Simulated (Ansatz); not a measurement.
`N[SiH2][SiH](N)O` → `N[SiH](N)O` + `[SiH2]`  (silylene formation by 1,1-elimination)

Program: Ansatz. Geometries: PBE0-D4/def2-TZVP. ΔE: electronic, gas phase. CCSD(T)/CBS is the MP2 limit (def2-TZVPP, def2-QZVPP) plus CCSD(T) − MP2 in def2-TZVPP, frozen cores. This one scheme is used for every species. DFT in def2-TZVPP. One conformer a species, not always the lowest.

`N[SiH2][SiH](N)O`:

```xyz
13

N    -2.124   -0.680   -0.872
Si   -1.063    0.660   -0.672
Si    0.985   -0.215    0.039
N     1.852    0.978    0.903
O     0.499   -1.557    0.891
H    -2.007   -1.463   -0.247
H    -3.087   -0.559   -1.140
H    -1.506    1.688    0.329
H    -0.938    1.396   -1.961
H     1.929   -0.645   -1.031
H     2.856    0.990    0.960
H     1.424    1.565    1.600
H     1.178   -2.159    1.201
```

`N[SiH](N)O`:

Cartesian coordinates in Å:
```
N -0.683 0.303 1.251
Si 0.493 -0.062 0.060
N -0.331 -1.030 -1.078
O 1.136 1.377 -0.422
H -0.479 0.985 1.963
H -1.276 -0.430 1.606
H 1.699 -0.828 0.453
H -1.245 -0.781 -1.419
H 0.176 -1.594 -1.739
H 0.510 2.059 -0.674
```

`[SiH2]`:

```xyz
3

Si   -0.204   -0.216    0.647
H     1.085    0.363    0.072
H    -0.881   -0.147   -0.719
```

```csv
level,ΔE (kcal/mol)
r2SCAN-D4,51.7
CCSD/def2-TZVPP,43.0
```

(1) What does CCSD(T)/CBS give? (Estimate.)

Largest T1 diagnostic among the species: 0.014.

## Answers

(1) The calculation gave: +46.3 kcal/mol. The listed levels differ from it by 5.4, -3.3 kcal/mol.

From PBE to PBE0 (25 % exact exchange), in def2-TZVPP and without D4, ΔE moves by +0.9 kcal/mol. The D4 term adds +3.3 kcal/mol with B3LYP and +1.9 kcal/mol with PBE0; it sums over pairs of atoms, weighted by their polarisabilities, and B3LYP, whose exchange is more repulsive, gets the larger term. In def2-TZVPP, CCSD(T) changes the Hartree–Fock value by +4.5 kcal/mol (the triples alone add +1.3 kcal/mol) and MP2 by +8.2 kcal/mol.

CCSD(T)/CBS has its own doubt, a few kJ/mol and more with outer-core shells, so smaller differences from it don't rank the levels.

B3LYP here is the variant with VWN-RPA as its local correlation; programs differ in this.
